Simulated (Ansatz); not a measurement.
Relaxation of AlClH5NO2 (10 atoms, charge 0, multiplicity 1), to a largest force component of 0.03 eV/Å in at most 50 steps.

Computed with RKS PBE-D4/cc-pVDZ in Ansatz.

```xyz
10
Properties=species:S:1:pos:R:3:forces:R:3
Al -0.006 -0.448 -0.014 0.07 0.65 0.50
O -0.027 -0.389 1.756 -0.07 -0.11 -0.25
H -0.904 -0.407 2.186 0.05 -0.04 -0.03
Cl 1.902 -0.679 -0.910 0.03 -0.02 0.00
O -1.393 -0.575 -1.054 -0.05 -0.04 0.01
H -2.278 -0.563 -0.647 0.02 0.02 -0.04
N 0.448 2.464 0.944 -0.13 -0.86 0.15
H 1.419 2.806 0.976 -0.04 0.00 -0.01
H -0.155 3.268 1.163 0.01 0.00 -0.01
H 0.358 1.791 1.741 0.10 0.41 -0.32
```

**Question.** Where does it end, and by what steps?

**Answer.** The forces met the threshold. After 21 steps the energy has fallen by 1.188 eV; H3 moved furthest, 1.31 Å. Joined: Al1–N7 (3.10 → 2.04 Å).

```json
{"step": "0", "energy less start (eV)": "0.0000", "largest force component (eV/Å)": "0.864", "accepted": "yes"}
{"step": "1", "energy less start (eV)": "-0.2074", "largest force component (eV/Å)": "0.645", "accepted": "yes"}
{"step": "2", "energy less start (eV)": "-0.5209", "largest force component (eV/Å)": "0.634", "accepted": "yes"}
{"step": "3", "energy less start (eV)": "-0.8158", "largest force component (eV/Å)": "0.495", "accepted": "yes"}
{"step": "4", "energy less start (eV)": "-0.9169", "largest force component (eV/Å)": "1.254", "accepted": "yes"}
{"step": "5", "energy less start (eV)": "-1.0083", "largest force component (eV/Å)": "0.625", "accepted": "yes"}
{"step": "6", "energy less start (eV)": "-1.0267", "largest force component (eV/Å)": "1.599", "accepted": "yes"}
{"step": "7", "energy less start (eV)": "-1.0042", "largest force component (eV/Å)": "2.182", "accepted": "no"}
{"step": "8", "energy less start (eV)": "-1.0855", "largest force component (eV/Å)": "0.263", "accepted": "yes"}
{"step": "9", "energy less start (eV)": "-1.1045", "largest force component (eV/Å)": "0.220", "accepted": "yes"}
{"step": "10", "energy less start (eV)": "-1.1093", "largest force component (eV/Å)": "1.124", "accepted": "yes"}
{"step": "11", "energy less start (eV)": "-1.1420", "largest force component (eV/Å)": "0.183", "accepted": "yes"}
{"step": "12", "energy less start (eV)": "-1.1541", "largest force component (eV/Å)": "0.178", "accepted": "yes"}
{"step": "13", "energy less start (eV)": "-1.1594", "largest force component (eV/Å)": "0.158", "accepted": "yes"}
{"step": "14", "energy less start (eV)": "-1.1538", "largest force component (eV/Å)": "0.500", "accepted": "no"}
{"step": "15", "energy less start (eV)": "-1.1661", "largest force component (eV/Å)": "0.111", "accepted": "yes"}
{"step": "16", "energy less start (eV)": "-1.1677", "largest force component (eV/Å)": "0.545", "accepted": "yes"}
{"step": "17", "energy less start (eV)": "-1.1840", "largest force component (eV/Å)": "0.133", "accepted": "yes"}
{"step": "18", "energy less start (eV)": "-1.1824", "largest force component (eV/Å)": "0.218", "accepted": "no"}
{"step": "19", "energy less start (eV)": "-1.1870", "largest force component (eV/Å)": "0.032", "accepted": "yes"}
{"step": "20", "energy less start (eV)": "-1.1876", "largest force component (eV/Å)": "0.039", "accepted": "yes"}
{"step": "21", "energy less start (eV)": "-1.1883", "largest force component (eV/Å)": "0.012", "accepted": "yes"}
```

```xyz
10
Properties=species:S:1:pos:R:3
Al -0.129 0.101 0.428
O -0.472 -0.530 2.035
H 0.042 -1.309 2.310
Cl 1.713 -0.645 -0.478
O -1.448 0.564 -0.639
H -2.014 -0.134 -1.010
N 0.361 2.040 0.825
H 1.330 2.265 0.556
H -0.270 2.656 0.290
H 0.251 2.261 1.826
```

Whether the end is a true minimum wasn't checked by a vibrational analysis.

The run took 43 s on 2 threads of Intel(R) Xeon(R) Platinum 8488C (Sapphire Rapids) (shared host), peak memory 0.18 GiB.
